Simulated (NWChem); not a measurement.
Program: NWChem. System: CH₂NO, charge 0, spin multiplicity 2, at a geometry optimised with UPBE0/def2-SVP. The structure started from a generated list of species. Its SCF solution wasn't tested for a lower state. Level: UMP2/def2-TZVP, 3 core orbitals frozen.

Job file:

```
start mol
memory heap 200 mb stack 900 mb global 1100 mb
geometry units angstroms nocenter noautoz
  N      0.708176     0.867254     0.000000
  C      0.285130    -0.359587     0.000000
  O     -0.956902    -0.538693     0.000000
  H     -0.007090     1.601747     0.000000
  H      0.994294    -1.205459     0.000000
  symmetry group Cs
end
basis spherical
  * library def2-tzvp
end
scf
  uhf
  nopen 1
  maxiter 100
  thresh 1e-7
  semidirect memsize 60000000 filesize 0
  # guess.movecs holds the orbitals of an unrestricted PBE0 run
  vectors input guess.movecs output mol.movecs
end
mp2
  freeze core 3
end
task mp2 energy
```

Output (cleaned and shortened):

```
             Northwest Computational Chemistry Package (NWChem) 7.3.0
             --------------------------------------------------------

                                NWChem Input Module
                                -------------------

 Scaling coordinates for geometry "geometry" by  1.889725989
 (inverse scale =  0.529177249)

 Turning off AUTOSYM since
 SYMMETRY directive was detected!

                             Geometry "geometry" -> ""
                             -------------------------

 Output coordinates in angstroms (scale by  1.889725989 to convert to a.u.)

  No.       Tag          Charge          X              Y              Z
 ---- ---------------- ---------- -------------- -------------- --------------
    1 N                    7.0000     0.70817600     0.86725400     0.00000000
    2 C                    6.0000     0.28513000    -0.35958700     0.00000000
    3 O                    8.0000    -0.95690200    -0.53869300     0.00000000
    4 H                    1.0000    -0.00709000     1.60174700     0.00000000
    5 H                    1.0000     0.99429400    -1.20545900     0.00000000

 Effective nuclear repulsion energy (a.u.)      64.8654582105

            Nuclear Dipole moment (a.u.)
            ----------------------------
        X                 Y               Z
 ---------------- ---------------- ----------------
     0.0000000000     0.0000000000     0.0000000000

      Symmetry information
      --------------------

 Group name             Cs
 Group number              2
 Group order               2
 No. of unique centers     5

      Symmetry unique atoms

     1    2    3    4    5


 Summary of "ao basis" -> "" (spherical)
 ------------------------------------------------------------------------------
       Tag                 Description            Shells   Functions and Types
 ---------------- ------------------------------  ------  ---------------------
 *                         def2-tzvp                  on all atoms

 Summary of "ao basis" -> "ao basis" (spherical)
 ------------------------------------------------------------------------------
[...]
  AO/Fock/Back tols     =   1.0D-09  1.0D-09  1.0D-09

 GA uses MA = F    GA memory limited = T

 Available:
  local mem=  1.26D+08
 global mem=  1.44D+08
 local disk=  0.00D+00
  mp2_memr nvloc                    93
  nvloc new                    93
   1 passes of   9:        5242880                      64324                  15796043.
   1 passes of   9: M    126152316           G      144157150           F     120909436.

 Semi-direct pass number   1 of   1  for UHF alpha       at        5.3s
  vrange nnbf                  5544
  mp2_eaftype                    60  avail_ma_in_mb                  1099
 EAF : mp2_eaftype filesize          60    7898022.
  mp2_eaf for mointskh                     60
Node 0 wrote     37.1 Mb in      0.0 s     Agg I/O rate:  2501.7 Mb/s
 Done moints_semi at        7.1s
  mp2_eaftype                    60  avail_ma_in_mb                  1039
 EAF : mp2_eaftype filesize          60    7898022.
  mp2_eaf for kh                    60
 Done maket at        7.2s
 Done multipass loop at        7.2s

 GA uses MA = F    GA memory limited = T

 Available:
  local mem=  1.26D+08
 global mem=  1.44D+08
 local disk=  0.00D+00
  mp2_memr nvloc                    94
  nvloc new                    94
   1 passes of   8:        5242880                      60075                  14193827.
   1 passes of   8: M    126152316           G      144157150           F     120909436.

 Semi-direct pass number   1 of   1  for UHF beta        at        7.2s
  vrange nnbf                  5544
  mp2_eaftype                    54  avail_ma_in_mb                  1099
 EAF : mp2_eaftype filesize          54    7096914.
  mp2_eaf for mointskh                     54
Node 0 wrote     33.4 Mb in      0.0 s     Agg I/O rate:  2572.1 Mb/s
 Done moints_semi at        8.9s
  mp2_eaftype                    54  avail_ma_in_mb                  1045
 EAF : mp2_eaftype filesize          54    7096914.
  mp2_eaf for kh                    54
 Done maket at        9.0s
 Done multipass loop at        9.0s

          -------------------------------------------
          SCF energy                -168.337780377314
          Correlation energy          -0.543703445626
          Singlet pairs                0.000000000000
          Triplet pairs                0.000000000000
          Total MP2 energy          -168.881483822941
          -------------------------------------------

          ---------------------------------------------------
                    Spin Component Scaled (SCS) MP2
          Same spin pairs                     -0.136681006866
          Same spin scaling factor             0.333333333333
          Opposite spin pairs                 -0.407022438760
          Opposite spin scaling fact.          1.200000000000
          SCS-MP2 correlation energy          -0.533987262134
          Total SCS-MP2 energy              -168.871767639449
          ---------------------------------------------------

 -----------------------
 Performance information
 -----------------------

 Timer overhead =  9.67D-08 seconds/call

               Nr. of calls         CPU time (s)                 Wall time (s)                GFlops
             ---------------    -------------------     ------------------------------   -------------------
Name         Min   Avg   Max    Min     Avg     Max     Min     Avg     Max   Mx/calls   Min     Max     Sum
mp2: moin     2     2     2    3.5     3.5     3.5      3.5     3.5     3.5     1.7      0.0     0.0     0.0
mp2: make     2     2     2   0.23    0.23    0.23     0.23    0.23    0.23    0.12      0.0     0.0     0.0
mp2: tota     1     1     1    3.8     3.8     3.8      3.8     3.8     3.8     3.8      0.0     0.0     0.0

 The average no. of pstat calls per process was 5.00D+00
 with a timing overhead of 4.84D-07s

 Task  times  cpu:        9.0s     wall:        9.0s

 Total times  cpu:        9.0s     wall:        9.0s
```
